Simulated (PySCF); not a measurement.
Compound: W(OH)F5 (singlet state).
Structure used (PBE0-D3(BJ)/def2-SVP), in Å, numbered top down from 1:
```xyz
8
F5HOW angstrom
W      0.0387   -0.0091   -0.3192
O     -0.0799   -0.0289    1.5001
H     -0.1506   -0.0285    2.4575
F      0.1604    0.0194   -2.1629
F      1.8882   -0.0012   -0.2726
F     -1.8013   -0.0207   -0.5156
F      0.0301    1.8404   -0.3610
F      0.0526   -1.8572   -0.4100
```

Theory: PySCF 2.14.0, PBE0-D3(BJ)/def2-SVP geometry optimisation, gas phase, def2 core potentials past Kr.

**Question.** Which atoms are bound to W1, and at what distances?

**Answer.** 6 atoms: O2 1.823 Å, F4 1.848 Å, F7 1.850 Å, F5 1.850 Å, F8 1.850 Å, F6 1.850 Å. The nearest atom not counted as bound is H3, at 2.78 Å.

**Question.** List the angles at W1.

**Answer.** 
```
   angle  degrees  distance of the outer atoms (Å)
O2–W1–F4    179.7                             3.67
F7–W1–F8    175.9                             3.70
F5–W1–F6    175.3                             3.70
O2–W1–F6     92.4                             2.65
O2–W1–F5     92.3                             2.65
O2–W1–F8     92.2                             2.65
O2–W1–F7     91.9                             2.64
F5–W1–F7     90.1                             2.62
F6–W1–F7     90.0                             2.62
F5–W1–F8     89.9                             2.61
F6–W1–F8     89.8                             2.61
F4–W1–F8     88.0                             2.57
F4–W1–F7     87.8                             2.57
F4–W1–F6     87.7                             2.56
F4–W1–F5     87.7                             2.56
```

**Question.** What is the shape at W1?

**Answer.** Octahedral: the three widest angles are 179.7°, 175.9° and 175.3°, the others run from 87.7° to 92.4°.

**Question.** What are the other bond lengths?

**Answer.** O2–H3 0.960 Å.

Point group: C4v (every atom within 0.08 Å of its image). Charge 0, singlet. Stationary, but not proved a minimum.

On Arm Neoverse N1, one thread (shared host), this took 3.5 min wall and 0.48 GiB of memory at its peak. These figures are those of the optimisation.
